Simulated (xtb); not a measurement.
xtb input for TeBrI, SMILES Br[Te]I, GFN2-xTB. 

```
$ xtb mol.xyz --gfn 2 --sp --chrg 0 --uhf 0 --json
$ cat mol.xyz
3

Te     1.01221943     0.45374185    -0.00000000
Br    -0.87738082     2.07320847    -0.00000000
I     -0.41371852    -1.81428062     0.00000000
```

Log of the run:

```
[banner left out]
          |                Calculation Setup                |
           -------------------------------------------------



           -------------------------------------------------
          |                 G F N 2 - x T B                 |
           -------------------------------------------------

        Reference                      10.1021/acs.jctc.8b01176
      * Hamiltonian:
        H0-scaling (s, p, d)           1.850000    2.230000    2.230000
        zeta-weighting                 0.500000
      * Dispersion:
        s8                             2.700000
        a1                             0.520000
        a2                             5.000000
        s9                             5.000000
      * Repulsion:
        kExp                           1.500000    1.000000
        rExp                           1.000000
      * Coulomb:
        alpha                          2.000000
        third order                    shell-resolved
        anisotropic                    true
        a3                             3.000000
        a5                             4.000000
        cn-shift                       1.200000
        cn-exp                         4.000000
        max-rad                        5.000000


          ...................................................
          :                      SETUP                      :
          :.................................................:
          :  # basis functions                  30          :
          :  # atomic orbitals                  27          :
          :  # shells                            9          :
          :  # electrons                        20          :
          :  max. iterations                   250          :
          :  Hamiltonian                  GFN2-xTB          :
          :  restarted?                      false          :
          :  GBSA solvation                  false          :
          :  PC potential                    false          :
          :  electronic temp.          300.0000000     K    :
          :  accuracy                    1.0000000          :
          :  -> integral cutoff          0.2500000E+02      :
          :  -> integral neglect         0.1000000E-07      :
          :  -> SCF convergence          0.1000000E-05 Eh   :
          :  -> wf. convergence          0.1000000E-03 e    :
          :  Broyden damping             0.4000000          :
          :  net charge                          0          :
          :  unpaired electrons                  0          :
          ...................................................

 iter      E             dE          RMSdq      gap      omega  full diag
   1    -10.9707716 -0.109708E+02  0.190E+01    2.81       0.0  T
   2    -10.7292420  0.241530E+00  0.277E+01    2.36       1.0  T
   3    -11.0619525 -0.332711E+00  0.103E+01    2.81       1.0  T
   4    -11.0697989 -0.784639E-02  0.242E+00    2.85       1.0  T
   5    -11.0665501  0.324877E-02  0.313E+00    2.84       1.0  T
   6    -11.0660434  0.506742E-03  0.332E+00    2.87       1.0  T
   7    -11.0719828 -0.593936E-02  0.805E-01    2.86       1.0  T
   8    -11.0721143 -0.131537E-03  0.179E-01    2.86       1.0  T
   9    -11.0721159 -0.156507E-05  0.791E-02    2.86       1.0  T
  10    -11.0721208 -0.495634E-05  0.622E-02    2.86       1.0  T
  11    -11.0721213 -0.517354E-06  0.317E-02    2.86       1.8  T
  12    -11.0721214 -0.462239E-07  0.377E-02    2.86       1.5  T
  13    -11.0721220 -0.627520E-06  0.756E-03    2.86       7.6  T
  14    -11.0721220 -0.278609E-07  0.945E-04    2.86      61.1  T
  15    -11.0721220  0.720510E-09  0.121E-03    2.86      47.5  T
  16    -11.0721220 -0.109488E-08  0.116E-04    2.86     497.9  T

   *** convergence criteria satisfied after 16 iterations ***

         #    Occupation            Energy/Eh            Energy/eV
      -------------------------------------------------------------
         1        2.0000           -0.8819456             -23.9990
       ...           ...                  ...                  ...
         4        2.0000           -0.5105645             -13.8932
         5        2.0000           -0.4975216             -13.5383
         6        2.0000           -0.4695573             -12.7773
         7        2.0000           -0.4510012             -12.2724
         8        2.0000           -0.4483448             -12.2001
         9        2.0000           -0.4447864             -12.1033
        10        2.0000           -0.3977213             -10.8225 (HOMO)
        11                         -0.2925903              -7.9618 (LUMO)
        12                         -0.2885941              -7.8530
        13                         -0.0234533              -0.6382
        14                         -0.0146863              -0.3996
        15                         -0.0136103              -0.3704
       ...                                ...                  ...
        27                          1.1324028              30.8142
      -------------------------------------------------------------
                  HL-Gap            0.1051310 Eh            2.8608 eV
             Fermi-level           -0.3451558 Eh           -9.3922 eV

 SCC (total)                   0 d,  0 h,  0 min,  0.005 sec
 SCC setup                      ...        0 min,  0.000 sec (  2.253%)
 Dispersion                     ...        0 min,  0.000 sec (  0.787%)
 classical contributions        ...        0 min,  0.000 sec (  0.430%)
 integral evaluation            ...        0 min,  0.001 sec ( 14.906%)
 iterations                     ...        0 min,  0.003 sec ( 61.641%)
 molecular gradient             ...        0 min,  0.001 sec ( 18.211%)
 printout                       ...        0 min,  0.000 sec (  1.563%)

         :::::::::::::::::::::::::::::::::::::::::::::::::::::
         ::                     SUMMARY                     ::
         :::::::::::::::::::::::::::::::::::::::::::::::::::::
         :: total energy             -11.062878228509 Eh    ::
         :: gradient norm              0.000220890709 Eh/a0 ::
         :: HOMO-LUMO gap              2.860759849914 eV    ::
         ::.................................................::
         :: SCC energy               -11.072121953846 Eh    ::
         :: -> isotropic ES            0.004631187277 Eh    ::
         :: -> anisotropic ES          0.002467632962 Eh    ::
         :: -> anisotropic XC         -0.019060488727 Eh    ::
         :: -> dispersion             -0.003405543993 Eh    ::
         :: repulsion energy           0.009243725337 Eh    ::
         :: add. restraining           0.000000000000 Eh    ::
         :: total charge               0.000000000000 e     ::
         :::::::::::::::::::::::::::::::::::::::::::::::::::::

           -------------------------------------------------
          |                Property Printout                |
           -------------------------------------------------

    * Orbital Energies and Occupations

         #    Occupation            Energy/Eh            Energy/eV
      -------------------------------------------------------------
         1        2.0000           -0.8819456             -23.9990
         2        2.0000           -0.8560522             -23.2944
         3        2.0000           -0.7709848             -20.9796
         4        2.0000           -0.5105645             -13.8932
         5        2.0000           -0.4975216             -13.5383
         6        2.0000           -0.4695573             -12.7773
         7        2.0000           -0.4510012             -12.2724
         8        2.0000           -0.4483448             -12.2001
Note: The following floating-point exceptions are signalling: IEEE_DENORMAL
normal termination of xtb
         9        2.0000           -0.4447864             -12.1033
        10        2.0000           -0.3977213             -10.8225 (HOMO)
        11                         -0.2925903              -7.9618 (LUMO)
        12                         -0.2885941              -7.8530
        13                         -0.0234533              -0.6382
        14                         -0.0146863              -0.3996
        15                         -0.0136103              -0.3704
        16                         -0.0109732              -0.2986
        17                         -0.0059805              -0.1627
        18                          0.0086608               0.2357
        19                          0.0152959               0.4162
        20                          0.0160658               0.4372
        21                          0.0279231               0.7598
       ...                                ...                  ...
        27                          1.1324028              30.8142
      -------------------------------------------------------------
                  HL-Gap            0.1051310 Eh            2.8608 eV
             Fermi-level           -0.3451558 Eh           -9.3922 eV

     #   Z          covCN         q      C6AA      α(0)
     1  52 Te       1.739     0.158   409.219    37.396
     2  35 Br       0.868    -0.118   188.120    22.114
     3  53 I        0.908    -0.040   374.722    33.417

 Mol. C6AA /au·bohr⁶  :       2834.958204
 Mol. C8AA /au·bohr⁸  :     247880.366659
 Mol. α(0) /au        :         92.926991


Wiberg/Mayer (AO) data.
largest (>0.10) Wiberg bond orders for each atom

 ---------------------------------------------------------------------------
     #   Z sym  total        # sym  WBO       # sym  WBO       # sym  WBO
 ---------------------------------------------------------------------------
     1  52 Te   2.466 --     2 Br   1.237     3 I    1.228
     2  35 Br   1.283 --     1 Te   1.237
     3  53 I    1.274 --     1 Te   1.228
 ---------------------------------------------------------------------------

Topologies differ in total number of bonds
Writing topology from bond orders to xtbtopo.mol

molecular dipole:
                 x           y           z       tot (Debye)
 q only:        0.529      -0.192       0.000
   full:        2.390       0.583      -0.000       6.252
molecular quadrupole (traceless):
                xx          xy          yy          xz          yz          zz
 q only:        1.311       1.381      -2.279       0.000       0.000       0.968
  q+dip:        6.095       3.384     -14.496       0.000      -0.000       8.401
   full:        7.101       3.482     -12.647       0.000      -0.000       5.546


           -------------------------------------------------
          | TOTAL ENERGY              -11.062878228509 Eh   |
          | GRADIENT NORM               0.000220890709 Eh/α |
          | HOMO-LUMO GAP               2.860759849914 eV   |
           -------------------------------------------------

------------------------------------------------------------------------
------------------------------------------------------------------------
 total:
 SCF:
```

Self-consistency was reached.

Cost: very roughly 0.04 core-seconds.
